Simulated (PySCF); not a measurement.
Input file for PySCF: R-HF/3-21G on C2HNO (a complex), monomers drawn apart or pushed together.

```python
from pyscf import gto, scf, dft, mp
from pyscf.data.elements import chemcore

mol = gto.M(
    atom='''
    C     0.49743472   -0.31961376    0.05101062
    O     0.64720353   -0.59820713   -1.02636477
    C     0.02354836    0.51985313    3.22657884
    N    -0.14883001    0.81429303    4.32113526
    H     0.18392889    0.24533349    2.20502894
    ''',
    basis='3-21g',
    charge=0, spin=0, verbose=3, max_memory=1800)
mf = scf.RHF(mol)
mf.conv_tol = 1e-8
mf.max_cycle = 100
mf.kernel()
if not mf.converged:
    mf = mf.newton().run(mf.mo_coeff, mf.mo_occ)
```

Task: Give the final energy of this run.

Result: -204.4540 hartree.
